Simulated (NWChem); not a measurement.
Species: BiHF2; SMILES [F][BiH][F]

```xyz
4

Bi    -0.2368     0.0206     0.0000
H     -0.4168    -1.7865     0.0000
F      1.1149     0.0044    -1.5138
F      1.1149     0.0044     1.5138
```
Atoms are numbered in this order, from 1.

Geometry: optimised at PBE0/def2-SVP. def2 effective core potentials on Bi; no spin-orbit coupling.

Symmetry labels are those of Cs in the frame above (b1 and b2, or b-type labels, depend on it).

Problem. List the 4 lowest vertical singlet excitations and the 4 lowest triplet ones from LDA (Slater exchange, VWN5)/def2-SVP with def2 effective core potentials on Bi, TDA (NWChem).

Solution. 
```
state  energy (eV)  oscillator strength  symmetry  leading excitation (squared amplitude)
-----  -----------  -------------------  --------  --------------------------------------
S1            4.81                0.007        a"                      HOMO → LUMO (0.97)
S2            5.02                0.010        a'                    HOMO → LUMO+1 (0.96)
S3            5.94                0.002        a'                    HOMO−2 → LUMO (0.54)
S4            6.01                0.004        a'                    HOMO−1 → LUMO (0.54)
T1            4.31       spin-forbidden        a"                      HOMO → LUMO (1.00)
T2            4.47       spin-forbidden        a'                    HOMO → LUMO+1 (0.99)
T3            5.62       spin-forbidden        a"                    HOMO−3 → LUMO (0.97)
T4            5.65       spin-forbidden        a'                    HOMO−1 → LUMO (0.88)
```
